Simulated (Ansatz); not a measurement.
`O[SiH2]S[SiH2][SiH3]` and `O[SiH2][S][GeH3]` differ in one atom or group.

Ansatz, PBE0-D4/def2-TZVP geometries, multiplicity 1. Each molecule was computed in one conformer, which needn't be the lowest.

Scalar relativity is left out up to krypton.

```json
{"property": "LUMO energy (B3LYP/def2-TZVPP) / eV", "`O[SiH2]S[SiH2][SiH3]`": "-0.68"}
{"property": "LUMO energy (ωB97M-V/def2-TZVPP) / eV", "`O[SiH2]S[SiH2][SiH3]`": "1.23"}
{"property": "HOMO energy (B3LYP/def2-TZVPP) / eV", "`O[SiH2]S[SiH2][SiH3]`": "-7.17"}
{"property": "size of the dipole moment (ωB97M-V/def2-TZVPP) / D", "`O[SiH2]S[SiH2][SiH3]`": "1.71"}
{"property": "LUMO energy (PBE0/def2-TZVPP) / eV", "`O[SiH2]S[SiH2][SiH3]`": "-0.53"}
{"property": "HOMO–LUMO gap (PBE0/def2-TZVPP) / eV", "`O[SiH2]S[SiH2][SiH3]`": "6.87"}
```

(1) What does the change do to each property? (An estimate is asked.)

## Answers

(1) Ansatz gave: 
```json
{"property": "LUMO energy (B3LYP/def2-TZVPP) / eV", "`O[SiH2][S][GeH3]`": "-0.55", "shift": "0.13"}
{"property": "LUMO energy (ωB97M-V/def2-TZVPP) / eV", "`O[SiH2][S][GeH3]`": "1.51", "shift": "0.28"}
{"property": "HOMO energy (B3LYP/def2-TZVPP) / eV", "`O[SiH2][S][GeH3]`": "-7.28", "shift": "-0.11"}
{"property": "size of the dipole moment (ωB97M-V/def2-TZVPP) / D", "`O[SiH2][S][GeH3]`": "2.07", "shift": "0.36"}
{"property": "LUMO energy (PBE0/def2-TZVPP) / eV", "`O[SiH2][S][GeH3]`": "-0.30", "shift": "0.23"}
{"property": "HOMO–LUMO gap (PBE0/def2-TZVPP) / eV", "`O[SiH2][S][GeH3]`": "7.23", "shift": "0.36"}
```

With PBE0 the HOMO falls by 0.14 eV and the LUMO rises by 0.23 eV, so the gap widens by about 0.37 eV. PBE moves the HOMO by -0.07 eV and ωB97M-V by -0.24 eV. Dipoles are sizes alone; their direction can turn.

B3LYP here is the variant with VWN-RPA as its local correlation; programs differ in this.
